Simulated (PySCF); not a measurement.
F₆Mo, charge +1, doublet, at a GFN2-xTB geometry (such geometries of metal compounds can be far from the true shape) (the multiplicity is a formal guess) (all electrons, no relativity); B3LYP/3-21G run with PySCF.

PySCF was given this input:
```python
from pyscf import gto, scf, dft

mol = gto.Mole()
mol.atom = '''
    Mo    0.00000000    0.00000000    0.00000000
    F     1.04528323   -0.44122247   -1.33014128
    F    -1.04528323    0.44122247    1.33014128
    F    -1.11130874    0.74998149   -1.12209214
    F    -0.85378333   -1.51638406   -0.16793906
    F     0.85378333    1.51638406    0.16793906
    F     1.11130874   -0.74998149    1.12209214
'''
mol.basis = '3-21g'
mol.charge = 1
mol.spin = 1
mol.verbose = 4
mol.build()

mf = dft.UKS(mol)
mf.xc = 'b3lyp'
mf.grids.atom_grid = (50, 194)
mf.kernel()
```

It wrote (shortened):

```
PySCF version 2.14.0

[INPUT] verbose = 4
[INPUT] num. atoms = 7
[INPUT] num. electrons = 95
[INPUT] charge = 1
[INPUT] spin (= nelec alpha-beta = 2S) = 1
[INPUT] symmetry False subgroup None
[INPUT] Mole.unit = angstrom
[INPUT] Symbol           X                Y                Z      unit          X                Y                Z       unit  Magmom
[...]
nuclear repulsion = 931.288666722588
number of shells = 44
number of NR pGTOs = 171
number of NR cGTOs = 90
basis = 3-21g
ecp = {}

******** <class 'pyscf.dft.uks.UKS'> ********
method = UKS
initial guess = minao
damping factor = 0
level_shift factor = 0
DIIS = <class 'pyscf.scf.diis.CDIIS'>
diis_start_cycle = 1
diis_space = 8
diis_damp = 0
SCF conv_tol = 1e-09
SCF conv_tol_grad = None
SCF max_cycles = 50
direct_scf = True
direct_scf_tol = 1e-13
number electrons alpha = 48  beta = 47
XC library pyscf.dft.libxc version 7.1.2
    S. Lehtola, C. Steigemann, M. J. T. Oliveira, and M. A. L. Marques,  SoftwareX 7, 1–5 (2018)
XC functionals = b3lyp
    P. J. Stephens, F. J. Devlin, C. F. Chabalowski, and M. J. Frisch,  J. Phys. Chem. 98, 11623 (1994)
radial grids:
    Treutler-Ahlrichs [JCP 102, 346 (1995); DOI:10.1063/1.469408] (M4) radial grids

becke partition: Becke, JCP 88, 2547 (1988); DOI:10.1063/1.454033
pruning grids: <function nwchem_prune>
grids dens level: 3
symmetrized grids: False
atomic radii adjust function: <function treutler_atomic_radii_adjust>
User specified grid scheme (50, 194)
small_rho_cutoff = 0
Set gradient conv threshold to 3.16228e-05
tot grids = 45944
init E= -4549.09122226568

cycle= 1 E= -4552.86022717365  delta_E= -3.77  |g|=  1.5  |ddm|= 2.23

cycle= 2 E= -4540.31456158271  delta_E= 12.5  |g|= 4.78  |ddm|= 4.31
cycle= 3 E= -4553.47995192086  delta_E= -13.2  |g|= 1.43  |ddm|= 3.74
cycle= 4 E= -4553.63104162147  delta_E= -0.151  |g|= 1.28  |ddm|= 1.61

cycle= 5 E= -4553.83424064225  delta_E= -0.203  |g|= 1.01  |ddm|= 1.27
cycle= 6 E= -4554.10024955158  delta_E= -0.266  |g|= 0.589  |ddm|= 1.16
cycle= 7 E= -4554.16749742626  delta_E= -0.0672  |g|= 0.436  |ddm|= 1.11
cycle= 8 E= -4554.25087887603  delta_E= -0.0834  |g|= 0.0337  |ddm|= 0.523
cycle= 9 E= -4554.2508217344  delta_E= 5.71e-05  |g|= 0.039  |ddm|= 0.0412
cycle= 10 E= -4554.25112439482  delta_E= -0.000303  |g|= 0.0292  |ddm|= 0.0162
cycle= 11 E= -4554.25144386002  delta_E= -0.000319  |g|= 0.0122  |ddm|= 0.0242
cycle= 12 E= -4554.25147120838  delta_E= -2.73e-05  |g|= 0.0131  |ddm|= 0.0234
[...]
cycle= 21 E= -4554.2516575379  delta_E= -4.84e-06  |g|= 0.00146  |ddm|= 0.00627
cycle= 22 E= -4554.25166103324  delta_E= -3.5e-06  |g|= 0.00171  |ddm|= 0.00482
cycle= 23 E= -4554.25169805166  delta_E= -3.7e-05  |g|= 0.00312  |ddm|= 0.0464
cycle= 24 E= -4554.25162583365  delta_E= 7.22e-05  |g|= 0.00324  |ddm|= 0.094
cycle= 25 E= -4554.25167064115  delta_E= -4.48e-05  |g|= 0.00234  |ddm|= 0.0608
cycle= 26 E= -4554.25167584302  delta_E= -5.2e-06  |g|= 0.00283  |ddm|= 0.0081
cycle= 27 E= -4554.25166038335  delta_E= 1.55e-05  |g|= 0.00286  |ddm|= 0.0182
cycle= 28 E= -4554.25164010858  delta_E= 2.03e-05  |g|= 0.00349  |ddm|= 0.0249
cycle= 29 E= -4554.2516876821  delta_E= -4.76e-05  |g|= 0.00426  |ddm|= 0.0631
cycle= 30 E= -4554.25168315915  delta_E= 4.52e-06  |g|= 0.00449  |ddm|= 0.0128
cycle= 31 E= -4554.2516513591  delta_E= 3.18e-05  |g|= 0.00237  |ddm|= 0.0757
cycle= 32 E= -4554.25166775686  delta_E= -1.64e-05  |g|= 0.00246  |ddm|= 0.0214
cycle= 33 E= -4554.25161514672  delta_E= 5.26e-05  |g|= 0.00354  |ddm|= 0.0774
cycle= 34 E= -4554.25169042041  delta_E= -7.53e-05  |g|= 0.00326  |ddm|= 0.107
cycle= 35 E= -4554.25170449818  delta_E= -1.41e-05  |g|= 0.00544  |ddm|= 0.0292
cycle= 36 E= -4554.25170605571  delta_E= -1.56e-06  |g|= 0.0059  |ddm|= 0.00845
cycle= 37 E= -4554.2517133353  delta_E= -7.28e-06  |g|= 0.00722  |ddm|= 0.0152
cycle= 38 E= -4554.2516481406  delta_E= 6.52e-05  |g|= 0.0014  |ddm|=  0.1
cycle= 39 E= -4554.25158950987  delta_E= 5.86e-05  |g|= 0.00618  |ddm|= 0.0809
cycle= 40 E= -4554.2516374566  delta_E= -4.79e-05  |g|= 0.00129  |ddm|= 0.0629
cycle= 41 E= -4554.25163523958  delta_E= 2.22e-06  |g|= 0.00145  |ddm|= 0.00784
cycle= 42 E= -4554.25167715458  delta_E= -4.19e-05  |g|= 0.00272  |ddm|= 0.0593
cycle= 43 E= -4554.25162354617  delta_E= 5.36e-05  |g|= 0.00158  |ddm|= 0.0789
cycle= 44 E= -4554.25162321244  delta_E= 3.34e-07  |g|= 0.00144  |ddm|= 0.00306
cycle= 45 E= -4554.25158390934  delta_E= 3.93e-05  |g|= 0.00547  |ddm|= 0.0751
cycle= 46 E= -4554.25158014582  delta_E= 3.76e-06  |g|= 0.00566  |ddm|= 0.0241
cycle= 47 E= -4554.2515728643  delta_E= 7.28e-06  |g|= 0.00685  |ddm|= 0.00709
cycle= 48 E= -4554.25158259471  delta_E= -9.73e-06  |g|= 0.00536  |ddm|= 0.015
cycle= 49 E= -4554.25156197314  delta_E= 2.06e-05  |g|= 0.00844  |ddm|= 0.0149
cycle= 50 E= -4554.25153430861  delta_E= 2.77e-05  |g|= 0.0117  |ddm|= 0.0337
SCF not converged.
SCF energy = -4554.25153430861 after 50 cycles  <S^2> = 0.75880636  2S+1 = 2.0087871
```

Convergence was not reached.
